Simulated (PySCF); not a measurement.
Species: C6H5O3S (charge -1).
Bonds: C1–O2, O2–C3, C3–C4 (aromatic), C4–C5 (aromatic), C5–C6 (aromatic), C6–C7, C7–O8 (double), C7–O9, C6–S10 (aromatic), C3–S10 (aromatic). Hydrogens: H11, H12, H13 on C1; H14 on C4; H15 on C5.

Probes without a nucleus sit at each ring's centroid and 1 Å off its mean plane on both sides; NICS is minus the shielding there, NICSzz its component along the normal. Level: GIAO PBE0/pcSseg-1 (PySCF, non-relativistic, gas phase) on the GFN2-xTB geometry, one conformer.

Ring bond lengths (Å), with Mayer bond orders in brackets: C3–C4 1.360 (1.51), C4–C5 1.419 (1.21), C5–C6 1.357 (1.58), C6–S10 1.739 (1.10), S10–C3 1.736 (1.12).

**Question.** What do the NICS probes read (ppm)?

**Answer.** 
```tsv
ring	type	NICS(0)	NICS(1), two faces	NICS(1)zz, two faces	rms pucker (Å)	centre to ring atoms, mean (Å)
C3–C4–C5–C6–S10	5-membered ring with S; formal bonds all aromatic	-11.7	-9.6 / -9.6	-20.0 / -20.0	0.00	1.29
```

**Question.** What can be read from them?

**Answer.** 
- C3–C4–C5–C6–S10: mean NICS(1)zz -20.0 ppm, shielded.

**Question.** And the bond-length index? Use HOMA with the parameters of Krygowski (1993).

**Answer.** 
- C3–C4–C5–C6–S10: HOMA 0.72; the largest term is that of C6–S10, α(R − Ropt)² = 0.36.

**Question.** What field does 14.1 T along the ring normal induce along that normal at the second NICS(1) probe listed for ring C3–C4–C5–C6–S10, 1 Å off the ring?

**Answer.** NICSzz × B0 = -20.0 ppm × 14.1 T = -282 μT, against the applied field.

Shape of the structure used: `[CH3:1][O:2][c:3]1[cH:4][cH:5][c:6]([C:7](=[O:8])[O-:9])[s:10]1`: C1–O2–C3–C4 0°, C5–C6–C7–O8 180°.
